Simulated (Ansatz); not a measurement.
Saddle point of Si$_{2}$H$_{4}$OF$_{2}$, singlet (SiH₄O ([OH][SiH3]) + SiF₂ → Si₂H₄OF₂ ([F][SiH]([F])[O][SiH3]); bonds formed: Si1–H4; dative contacts that become bonds: Si1–O5; bonds broken: H4–O5), PBE0-D4/def2-TZVP structure:

Si1  (-1.435, -1.194, 0.017)
F2  (-0.413, -2.058, 0.898)
F3  (-1.434, -1.951, -1.388)
H4  (-1.572, 0.430, 0.245)
O5  (-0.471, 0.295, -0.316)
Si6  (1.030, 0.977, 0.062)
H7  (1.008, 2.374, -0.426)
H8  (1.216, 0.945, 1.531)
H9  (2.073, 0.182, -0.623)
(Å)

Energies are electronic, without zero-point energy. Barriers and step energies count from the start structure reached by relaxing down the imaginary mode; all methods use the PBE0-D4 structures, on which another method's saddle can fall below an end. Program: Ansatz 0.2.0. Basis: def2-TZVPP, with def2-QZVPP for the basis limit. Cores are frozen in the correlated methods. B3LYP uses VWN-RPA correlation. Extrapolation: Hartree–Fock as exp(−7.88 √X), correlation as X^−2.97.

```
      method  barrier (kcal/mol)  step energy (kcal/mol)
       SPW92               18.84                  -51.88
      PBE-D4               21.68                  -51.63
     BLYP-D4                   ?                  -51.86
   r2SCAN-D4               21.65                  -60.42
      B97M-V                   ?                  -58.88
     PBE0-D4               25.16                  -57.17
    B3LYP-D4               26.85                  -56.48
  r2SCAN0-D4               25.10                  -62.60
    BHLYP-D4               31.25                  -62.10
CAM-B3LYP-D4               28.12                  -58.55
     wB97X-V               28.37                  -58.93
     wB97M-V               29.76                  -54.60
      B2PLYP                   ?                  -59.46
    PBE-QIDH               26.65                  -62.38
  RPA on PBE               27.59                  -57.42
          HF               38.54                  -69.30
         MP2               25.83                  -62.50
        CCSD               30.20                  -61.02
     CCSD(T)               27.85                  -59.65
```

(1) Fill in the withheld barriers. (Judge from chemistry; the value comes from the calculation.)

No T1 diagnostic of these runs exceeds 0.015. The restricted Hartree–Fock reference is unstable towards an unrestricted one at one or more of these structures.

## Answers

(1) Computed: BLYP-D4 24.30; B97M-V 25.12; B2PLYP 26.62 kcal/mol. Each is the energy of the saddle less that of the start structure, by the same method.

For comparison, the barrier by CCSD(T) at an estimated basis limit (MP2 extrapolated from triple and quadruple zeta, plus CCSD(T) − MP2 in triple zeta) is 27.56 kcal/mol.

Losses and insertions of silylenes and their heavier kin drive the gas-phase chemistry of silicon and germanium vapour deposition.

Labels in which every atom is bracketed show which atoms are joined, not bond orders.

For scale, one of the runs: CCSD(T)/def2-TZVPP, 233 basis functions, launched by `ansatz run in.yaml --threads 4 --pin off --events-out ev --progress --plain --max-ram 9574MiB`. Hardware: 4 CPU threads of an Arm Neoverse V2, shared host. Wall time 120 s; peak host memory 4.1 GiB.
